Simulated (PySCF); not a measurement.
PySCF input for C3H6BNO2, SMILES OB1CN=COC1, PBE-D3(BJ)/def2-SVP. Geometry optimised at PBE-D3(BJ)/def2-SVP. The structure was generated by enumeration, and PubChem lists no compound with its InChIKey, so it may never have been made. One conformer was computed; it need not be the lowest.

```python
import numpy as np
from pyscf import gto, scf, dft, df
from pyscf.hessian import thermo

mol = gto.M(
    atom='''
    O     0.08543574    2.39999882    0.00000000
    B     0.04849989    1.03601196    0.00000000
    C     1.38342236    0.20792765    0.00000000
    N     1.22125903   -1.24824640    0.00000000
    C     0.05695849   -1.76432886   -0.00000000
    O    -1.18984306   -1.20571515   -0.00000000
    C    -1.31795216    0.22826974   -0.00000000
    H    -0.79599867    2.81857955    0.00000000
    H     2.01857994    0.50072338    0.87026508
    H     2.01857994    0.50072338   -0.87026509
    H    -0.06141171   -2.86542260   -0.00000000
    H    -1.93518789    0.50879038   -0.88695723
    H    -1.93518789    0.50879037    0.88695723
    ''',
    basis='def2-SVP',
    charge=0,
    spin=0,
    max_memory=1600,
    verbose=3,
)
mf = dft.RKS(mol, xc='pbe').density_fit(auxbasis='def2-universal-jkfit')
mf.disp = 'd3bj'
mf.grids.level = 3
mf.conv_tol = 1e-11
mf.max_cycle = 100
mf.kernel()

# [left out here: the lines that compute and print the analytic Hessian (its translational invariance restored by hand, since the grid's response is missing), thermochemistry and intensities]
```

Log of the run:

```
converged SCF energy = -347.353750227967

WARN: DFTD3 does not support analytical Hessian, using finite difference


WARN: Mole.unit (angstrom) is changed to Bohr

Mode                                 0                   1                   2
Irrep
Freq [cm^-1]                       35.4936             67.4611            319.0657
Reduced mass [au]                   2.3497              2.6121              3.7357
Force const [Dyne/A]                0.0017              0.0070              0.2241
Char temp [K]                      51.0673             97.0615            459.0645
Normal mode                   x     y     z       x     y     z       x     y     z
       0   O                 0.00 -0.00  0.11    0.00 -0.00 -0.01   -0.15  0.00  0.00
       1   B                -0.00 -0.00 -0.02   -0.00 -0.00 -0.01    0.10 -0.00 -0.00
       2   C                -0.00  0.00 -0.12   -0.00  0.00 -0.05    0.10 -0.03 -0.00
       3   N                 0.00  0.00  0.04    0.00  0.00  0.11   -0.02 -0.03  0.00
       4   C                 0.00 -0.00  0.08    0.00 -0.00  0.02   -0.04  0.00  0.00
       5   O                 0.00 -0.00  0.00    0.00 -0.00 -0.15   -0.02  0.04 -0.00
       6   C                -0.00 -0.00 -0.10   -0.00 -0.00  0.10    0.10  0.03 -0.00
       7   H                 0.00  0.00  0.17    0.00  0.00  0.01   -0.25 -0.21  0.00
       8   H                 0.15  0.09 -0.26    0.11  0.09 -0.17    0.12 -0.10  0.00
       9   H                -0.15 -0.09 -0.26   -0.11 -0.09 -0.17    0.12 -0.10 -0.00
      10   H                 0.00 -0.00  0.20    0.00 -0.00  0.06   -0.07  0.01  0.00
      11   H                 0.12 -0.05 -0.20   -0.18  0.12  0.27    0.12  0.09 -0.00
      12   H                -0.12  0.05 -0.20    0.18 -0.12  0.27    0.12  0.09  0.00
Mode                                 3                   4                   5
Irrep
Freq [cm^-1]                      331.9242            450.9802            467.7641
Reduced mass [au]                   1.8320              9.2372              8.0237
Force const [Dyne/A]                0.1189              1.1069              1.0344
Char temp [K]                     477.5651            648.8601            673.0084
Normal mode                   x     y     z       x     y     z       x     y     z
       0   O                 0.00  0.00  0.07    0.04 -0.07  0.00    0.01  0.15 -0.00
       1   B                -0.00  0.00 -0.19    0.05 -0.05 -0.00    0.03  0.11  0.00
       2   C                -0.00  0.00 -0.03    0.09  0.09  0.00   -0.02  0.01 -0.00
       3   N                 0.00  0.00 -0.01   -0.07  0.13 -0.00   -0.07 -0.00 -0.00
       4   C                 0.00 -0.00  0.04   -0.03  0.05  0.00   -0.02 -0.09  0.00
       5   O                 0.00 -0.00  0.00   -0.10 -0.07 -0.00   -0.01 -0.10 -0.00
       6   C                -0.00 -0.00 -0.02    0.02 -0.06 -0.00    0.08 -0.06  0.00
       7   H                 0.00  0.00  0.20    0.05 -0.05 -0.00    0.01  0.14  0.00
       8   H                -0.32  0.01  0.22    0.09  0.06  0.01    0.01 -0.05 -0.00
       9   H                 0.32 -0.01  0.22    0.09  0.06 -0.01    0.01 -0.05  0.00
      10   H                 0.00 -0.00  0.11    0.08  0.04  0.00    0.03 -0.10  0.00
      11   H                -0.23 -0.03  0.14    0.05 -0.01  0.00    0.06 -0.07  0.01
      12   H                 0.23  0.03  0.14    0.05 -0.01 -0.00    0.06 -0.07 -0.01
Mode                                 6                   7                   8
Irrep
Freq [cm^-1]                      476.1692            520.8710            668.1218
Reduced mass [au]                   2.3689              1.3882              1.3290
Force const [Dyne/A]                0.3165              0.2219              0.3495
Char temp [K]                     685.1014            749.4174            961.2786
Normal mode                   x     y     z       x     y     z       x     y     z
       0   O                -0.00  0.00  0.03   -0.00  0.00  0.05    0.00  0.00  0.06
       1   B                 0.00  0.00 -0.08   -0.00  0.00  0.00   -0.00  0.00 -0.00
       2   C                 0.00  0.00  0.02   -0.00 -0.00  0.06    0.00 -0.00 -0.10
       3   N                -0.00  0.00  0.11    0.00 -0.00 -0.08    0.00  0.00  0.04
       4   C                -0.00 -0.00 -0.14   -0.00 -0.00  0.07    0.00  0.00 -0.02
       5   O                -0.00 -0.00  0.09    0.00  0.00 -0.01   -0.00 -0.00 -0.00
       6   C                 0.00 -0.00 -0.05    0.00  0.00 -0.07   -0.00 -0.00  0.07
       7   H                -0.00 -0.00 -0.14   -0.00  0.00 -0.61    0.00  0.00 -0.69
       8   H                 0.15  0.12 -0.13    0.19 -0.09 -0.06   -0.25  0.06  0.08
       9   H                -0.15 -0.12 -0.13   -0.19  0.09 -0.06    0.25 -0.06  0.08
      10   H                -0.00 -0.00 -0.41   -0.00 -0.00  0.20    0.00  0.00 -0.05
      11   H                -0.18 -0.08  0.06   -0.28 -0.03  0.12    0.22  0.03 -0.08
[...]
       1   B                 0.15  0.00 -0.00   -0.03  0.00 -0.00   -0.01 -0.01 -0.00
       2   C                -0.09  0.07 -0.00   -0.04 -0.04 -0.00   -0.01  0.01 -0.00
       3   N                 0.00 -0.03  0.00    0.01  0.02  0.00   -0.02 -0.06  0.00
       4   C                -0.00  0.02  0.00   -0.01 -0.01  0.00   -0.05  0.01  0.00
       5   O                 0.04 -0.01  0.00    0.00 -0.02  0.00   -0.00  0.04  0.00
       6   C                -0.12 -0.07 -0.00    0.01  0.01  0.00   -0.01 -0.01 -0.00
       7   H                 0.08  0.18  0.00   -0.01 -0.03  0.00   -0.01 -0.01  0.00
       8   H                 0.08 -0.13 -0.06    0.41  0.29 -0.41    0.13  0.10 -0.13
       9   H                 0.08 -0.13  0.06    0.41  0.29  0.41    0.13  0.10  0.13
      10   H                -0.09  0.03 -0.00   -0.29  0.01 -0.00    0.87 -0.08 -0.00
      11   H                 0.20  0.23 -0.13    0.03 -0.02 -0.02    0.06 -0.02 -0.05
      12   H                 0.20  0.23  0.13    0.03 -0.02  0.02    0.06 -0.02  0.05
Mode                                24                  25                  26
Irrep
Freq [cm^-1]                     1387.2517           1422.6584           1712.2519
Reduced mass [au]                   1.1080              5.2207              9.1085
Force const [Dyne/A]                1.2563              6.2256             15.7338
Char temp [K]                    1995.9463           2046.8887           2463.5492
Normal mode                   x     y     z       x     y     z       x     y     z
       0   O                -0.00  0.01  0.00   -0.00  0.10  0.00   -0.00  0.00 -0.00
       1   B                 0.01 -0.02 -0.00    0.02 -0.24 -0.00    0.01 -0.00 -0.00
       2   C                -0.01  0.01 -0.00   -0.04  0.06  0.00    0.00  0.02 -0.00
       3   N                -0.02 -0.02  0.00    0.01  0.00  0.00   -0.15 -0.10  0.00
       4   C                -0.01  0.02 -0.00   -0.00 -0.00  0.00    0.19  0.07 -0.00
       5   O                 0.04 -0.03 -0.00   -0.00  0.00 -0.00   -0.02  0.00  0.00
       6   C                 0.04 -0.04  0.00    0.03  0.05  0.00    0.01  0.01 -0.00
       7   H                 0.00  0.01  0.00    0.00  0.12  0.00    0.01  0.01 -0.00
       8   H                 0.04  0.02 -0.04    0.07 -0.14 -0.03    0.01  0.07 -0.04
       9   H                 0.04  0.02  0.04    0.07 -0.14  0.03    0.01  0.07  0.04
      10   H                 0.07  0.02 -0.00   -0.03 -0.00 -0.00   -0.03  0.12  0.00
      11   H                -0.37  0.39  0.39   -0.06 -0.14  0.01   -0.01 -0.05 -0.02
      12   H                -0.37  0.39 -0.39   -0.06 -0.14 -0.01   -0.01 -0.05  0.02
Mode                                27                  28                  29
Irrep
Freq [cm^-1]                     2926.4782           2933.6167           2958.2726
Reduced mass [au]                   1.0607              1.0639              1.0964
Force const [Dyne/A]                5.3520              5.3943              5.6535
Char temp [K]                    4210.5505           4220.8213           4256.2956
Normal mode                   x     y     z       x     y     z       x     y     z
       0   O                 0.00  0.00 -0.00    0.00 -0.00 -0.00   -0.00  0.00  0.00
       1   B                -0.00 -0.00 -0.00   -0.00  0.00 -0.00    0.00 -0.00 -0.00
       2   C                 0.01  0.00 -0.00    0.06  0.02 -0.00   -0.00 -0.00 -0.08
       3   N                 0.00  0.00  0.00    0.00  0.00  0.00   -0.00 -0.00  0.00
       4   C                -0.00 -0.00 -0.00   -0.00  0.00  0.00    0.00 -0.00 -0.00
       5   O                 0.00 -0.00  0.00    0.00  0.00  0.00   -0.00 -0.00 -0.00
       6   C                 0.06 -0.02 -0.00   -0.01  0.00  0.00    0.00 -0.00  0.02
       7   H                -0.00  0.00 -0.00   -0.00  0.00 -0.00    0.00 -0.00  0.00
       8   H                -0.07 -0.03 -0.09   -0.37 -0.16 -0.54    0.39  0.16  0.51
       9   H                -0.07 -0.03  0.09   -0.37 -0.16  0.54   -0.39 -0.16  0.51
      10   H                 0.00  0.01 -0.00   -0.00 -0.02 -0.00    0.00  0.00 -0.00
      11   H                -0.36  0.16 -0.55    0.06 -0.03  0.10   -0.07  0.03 -0.09
      12   H                -0.36  0.16  0.55    0.06 -0.03 -0.10    0.07 -0.03 -0.09
Mode                                30                  31                  32
Irrep
Freq [cm^-1]                     2963.9802           3073.9561           3691.6460
Reduced mass [au]                   1.1015              1.0918              1.0658
Force const [Dyne/A]                5.7013              6.0783              8.5580
Char temp [K]                    4264.5076           4422.7385           5311.4566
Normal mode                   x     y     z       x     y     z       x     y     z
       0   O                -0.00  0.00  0.00   -0.00  0.00  0.00    0.05 -0.03 -0.00
       1   B                 0.00  0.00 -0.00    0.00 -0.00  0.00    0.00  0.00  0.00
       2   C                -0.00 -0.00 -0.01   -0.00 -0.00 -0.00   -0.00 -0.00 -0.00
       3   N                -0.00 -0.00  0.00   -0.00 -0.00 -0.00    0.00 -0.00 -0.00
       4   C                 0.00  0.00 -0.00    0.01  0.08 -0.00    0.00  0.00 -0.00
       5   O                -0.00  0.00  0.00   -0.00  0.00 -0.00    0.00  0.00 -0.00
       6   C                -0.00  0.00 -0.09    0.00 -0.00  0.00   -0.00  0.00 -0.00
       7   H                 0.00 -0.00 -0.00    0.00 -0.00  0.00   -0.86  0.43 -0.00
       8   H                 0.07  0.03  0.09    0.01  0.00  0.01    0.00  0.00  0.00
       9   H                -0.07 -0.03  0.09    0.01  0.00 -0.01    0.00  0.00 -0.00
      10   H                -0.00 -0.00 -0.00   -0.09 -0.95  0.00   -0.00 -0.00 -0.00
      11   H                 0.38 -0.15  0.52   -0.01  0.00 -0.01   -0.00 -0.00  0.00
      12   H                -0.38  0.15  0.52   -0.01  0.00  0.01   -0.00 -0.00 -0.00
temperature 298.1500 [K]
pressure 101325.00 [Pa]
Rotational constants [GHz] 4.72114 2.43174 1.63741
Symmetry number 1
Zero-point energy (ZPE) 0.09677 [Eh]   254066.515 [J/mol]
                           tot       elec      trans        rot        vib
Entropy [J/mol/K]       350.973      0.000    166.042    113.966     70.966
Cv [J/mol/K]            103.489      0.000     12.472     12.472     78.545
Cp [J/mol/K]            111.803      0.000     20.786     12.472     78.545
Internal energy [J/mol]                      3718.434   3718.434 264828.042
Internal energy [Eh]   -347.25005  -347.35375
Enthalpy [J/mol]                             6197.391   3718.434 264828.042
Enthalpy [Eh]          -347.24911
Gibbs free energy [J/mol]                  -43307.919 -30260.474 243669.540
Gibbs free energy [Eh] -347.28896
mode   freq/cm-1   IR/(km/mol)
   1       35.49         2.457
   2       67.46         0.103
   3      319.07        13.120
   4      331.92         3.239
   5      450.98         8.292
   6      467.76         0.646
   7      476.17        36.493
   8      520.87        24.818
   9      668.12        52.938
  10      685.71         6.685
  11      848.92         7.455
  12      874.40        11.674
  13      919.33        42.588
  14      921.39         0.096
  15      949.32        21.404
  16      982.44        38.686
  17     1106.11       231.428
  18     1163.81         1.800
  19     1198.86         1.843
  20     1203.48        62.266
  21     1236.28        61.262
  22     1287.80        68.691
  23     1334.58         0.357
  24     1356.19         3.155
  25     1387.25         4.765
  26     1422.66       120.590
  27     1712.25       213.131
  28     2926.48        33.928
  29     2933.62        25.436
  30     2958.27         3.435
  31     2963.98        16.720
  32     3073.96        24.693
  33     3691.65        20.229
max |gradient| / (hartree/bohr): 4.862786833509074e-05
APT charges: [-0.6226  0.744  -0.0113 -0.5684  0.7708 -0.6864  0.1439  0.2525  0.0056
  0.0056  0.0063 -0.02   -0.02  ]
```

Self-consistency was reached.

Cost: around 4 core-minutes (rough).
